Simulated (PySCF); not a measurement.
Isomers of C5H10N2SSi2.

All values: PBE0/pcSseg-1 (PySCF) at GFN2-xTB geometries, gas phase, one conformer each.

(1) Rank by the highest IAO charge on any atom, lowest value first.
A. `[CH2:1]=[CH:2][c:3]1[cH:4][c:5]([SiH2:6][S:7][SiH3:8])[n:9][nH:10]1` with C1–C2–C3–C4 1°, C4–C5–Si6–S7 -106°, C5–Si6–S7–Si8 -35°
B. `[CH2:1]=[CH:2][c:3]1[cH:4][c:5]([S:6][SiH2:7][SiH3:8])[n:9][nH:10]1` with C1–C2–C3–C4 1°, C4–C5–S6–Si7 179°, C5–S6–Si7–Si8 -54°
C. `[CH2:1]=[CH:2][SiH2:3][c:4]1[cH:5][c:6]([S:7][SiH3:8])[n:9][nH:10]1` with C1–C2–Si3–C4 5°, C2–Si3–C4–C5 -75°, C5–C6–S7–Si8 -179°
D. `[NH2:1][c:2]1[cH:3][cH:4][cH:5][n:6][c:7]1[SiH2:8][S:9][SiH3:10]` with N6–C7–Si8–S9 -125°, C7–Si8–S9–Si10 54°

(2) Rank by the highest Hirshfeld charge on any atom, highest value first.
A. `[CH2:1]=[CH:2][c:3]1[cH:4][c:5]([SiH2:6][S:7][SiH3:8])[n:9][nH:10]1` with C1–C2–C3–C4 1°, C4–C5–Si6–S7 -106°, C5–Si6–S7–Si8 -35°
B. `[CH2:1]=[CH:2][SiH2:3][c:4]1[cH:5][c:6]([S:7][SiH3:8])[n:9][nH:10]1` with C1–C2–Si3–C4 5°, C2–Si3–C4–C5 -75°, C5–C6–S7–Si8 -179°
C. `[CH2:1]=[CH:2][c:3]1[cH:4][c:5]([S:6][SiH2:7][SiH3:8])[n:9][nH:10]1` with C1–C2–C3–C4 1°, C4–C5–S6–Si7 179°, C5–S6–Si7–Si8 -54°

(3) Rank by dipole moment, lowest first.
A. `[NH2:1][c:2]1[cH:3][cH:4][cH:5][n:6][c:7]1[SiH2:8][S:9][SiH3:10]` with N6–C7–Si8–S9 -125°, C7–Si8–S9–Si10 54°
B. `[CH2:1]=[CH:2][SiH2:3][c:4]1[cH:5][c:6]([S:7][SiH3:8])[n:9][nH:10]1` with C1–C2–Si3–C4 5°, C2–Si3–C4–C5 -75°, C5–C6–S7–Si8 -179°
C. `[CH2:1]=[CH:2][c:3]1[cH:4][c:5]([S:6][SiH2:7][SiH3:8])[n:9][nH:10]1` with C1–C2–C3–C4 1°, C4–C5–S6–Si7 179°, C5–S6–Si7–Si8 -54°
D. `[CH2:1]=[CH:2][c:3]1[cH:4][c:5]([SiH2:6][S:7][SiH3:8])[n:9][nH:10]1` with C1–C2–C3–C4 1°, C4–C5–Si6–S7 -106°, C5–Si6–S7–Si8 -35°

Results:

(1) B (+0.408 e), D (+0.686 e), A (+0.710 e), C (+0.758 e).

(2) B (+0.341 e), A (+0.317 e), C (+0.214 e).

(3) A (3.08 D), B (3.42 D), C (3.87 D), D (4.63 D).

All values together:

```json
{"SMILES": "C=Cc1cc([SiH2]S[SiH3])n[nH]1", "μ (D)": "4.63", "HOMO (eV)": "-6.86", "LUMO (eV)": "-1.22", "lowest IAO charge (e)": "-0.448 (S)", "highest IAO charge (e)": "+0.710 (Si)", "lowest Hirshfeld charge (e)": "-0.196 (S)", "highest Hirshfeld charge (e)": "+0.317 (Si)"}
{"SMILES": "C=Cc1cc(S[SiH2][SiH3])n[nH]1", "μ (D)": "3.87", "HOMO (eV)": "-6.41", "LUMO (eV)": "-1.29", "lowest IAO charge (e)": "-0.295 (C)", "highest IAO charge (e)": "+0.408 (Si)", "lowest Hirshfeld charge (e)": "-0.107 (N)", "highest Hirshfeld charge (e)": "+0.214 (Si)"}
{"SMILES": "Nc1cccnc1[SiH2]S[SiH3]", "μ (D)": "3.08", "HOMO (eV)": "-6.38", "LUMO (eV)": "-1.06", "lowest IAO charge (e)": "-0.497 (N)", "highest IAO charge (e)": "+0.686 (Si)", "lowest Hirshfeld charge (e)": "-0.185 (S)", "highest Hirshfeld charge (e)": "+0.311 (Si)"}
{"SMILES": "C=C[SiH2]c1cc(S[SiH3])n[nH]1", "μ (D)": "3.42", "HOMO (eV)": "-6.40", "LUMO (eV)": "-0.54", "lowest IAO charge (e)": "-0.430 (C)", "highest IAO charge (e)": "+0.758 (Si)", "lowest Hirshfeld charge (e)": "-0.142 (C)", "highest Hirshfeld charge (e)": "+0.341 (Si)"}
```

Conformers: `[CH2:1]=[CH:2][c:3]1[cH:4][c:5]([SiH2:6][S:7][SiH3:8])[n:9][nH:10]1` with C1–C2–C3–C4 1°, C4–C5–Si6–S7 -106°, C5–Si6–S7–Si8 -35°; `[CH2:1]=[CH:2][c:3]1[cH:4][c:5]([S:6][SiH2:7][SiH3:8])[n:9][nH:10]1` with C1–C2–C3–C4 1°, C4–C5–S6–Si7 179°, C5–S6–Si7–Si8 -54°; `[NH2:1][c:2]1[cH:3][cH:4][cH:5][n:6][c:7]1[SiH2:8][S:9][SiH3:10]` with N6–C7–Si8–S9 -125°, C7–Si8–S9–Si10 54°; `[CH2:1]=[CH:2][SiH2:3][c:4]1[cH:5][c:6]([S:7][SiH3:8])[n:9][nH:10]1` with C1–C2–Si3–C4 5°, C2–Si3–C4–C5 -75°, C5–C6–S7–Si8 -179°.
